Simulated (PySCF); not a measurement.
Species: C3H2F3OS (doublet state).
Z-matrix (Å and degrees, GFN2-xTB geometry), rows numbered from 1:
```
C 
O   1  1.2957
C   2  1.3246  1  128.71
S   3  1.6522  2  119.37  1  -179.99
C   3  1.5166  2  119.05  1     0.09
F   5  1.3234  3  112.70  2   179.91
F   5  1.3510  3  111.84  2    58.98
F   5  1.3508  3  111.90  2   -59.17
H   1  1.0752  2  114.65  3  -179.66
H   1  1.0774  2  124.00  3     0.05
```

The hyperfine couplings belong to this conformer and change with its torsions.

Identity: `[CH2]OC(=S)C(F)(F)F` [radical].

Theory: UKS B3LYP, pcH-1 on C F H O S, non-relativistic, mean-field spin-orbit, GIAO in PySCF. Geometry: GFN2-xTB, one conformer, isolated molecule. Couplings are sensitive to structure, and on GFN2-xTB geometries they can be far from those on DFT ones. Stability of the SCF solution: not tested.

(1) Predict the first-order ENDOR lines of C1, C3, C5, F6/F7/F8, H9 and H10 under fast tumbling at B = 345.9 mT (X band).

(2) Which pairs are centred on the nuclear Larmor frequency, and which on half the coupling?

(3) At what field would the lower line of H9 fall to zero frequency?

Results:

(1) ν± = |νn ± a/2|, one line for each electron-spin manifold; νn = |g_N| × 7.62259 MHz/T × B.

```tsv
nuclei	isotope	g_N	νn (MHz)	a_iso (MHz)	lower line (MHz)	upper line (MHz)
C1	13C	1.4048	3.70	75.08	33.83	41.24
C3	13C	1.4048	3.70	-2.77	2.32	5.09
C5	13C	1.4048	3.70	-1.06	3.17	4.23
F6/F7/F8	19F	5.2577	13.86	-7.20	10.26	17.46
H9	1H	5.5857	14.73	-57.03	13.79	43.24
H10	1H	5.5857	14.73	-56.91	13.73	43.18
```

The rows for 13C, of low natural abundance, apply to labelled samples.

(2) Centred on νn, since |a| < 2νn: C3, C5 and F6/F7/F8. Centred on |a|/2 and split by 2νn: C1, H9 and H10.

(3) Where νn = |a|/2, that is B = 28.51 MHz/(5.5857 × 7.62259 MHz/T) = 670 mT, as far as first order holds there.

Nuclei that the bonding pattern makes equivalent are averaged, as if the motion that swaps them (rotation, inversion, ring flip) were fast. H9 and H10 aren't averaged: C1 is flat or nearly so (angle sum 360°), and its turn about the short C1–O2 bond (1.30 Å) is taken as slow. The three 19F nuclei of mean -7.2 MHz run from -9.5 to -2.6 MHz in the frozen geometry.

The largest Mulliken spin populations are on C1 (+0.82) and S4 (+0.33). The angles at C1 add up to 360.0°, so it is planar; its axial dipolar tensor and the negative couplings of its protons fit spin in a p orbital normal to that plane.

The run took 2.1 min (with the writing of density and orbital grids) on one thread of an Intel Xeon at 2.50 GHz (shared host), and the process peaked at 0.92 GiB of memory.
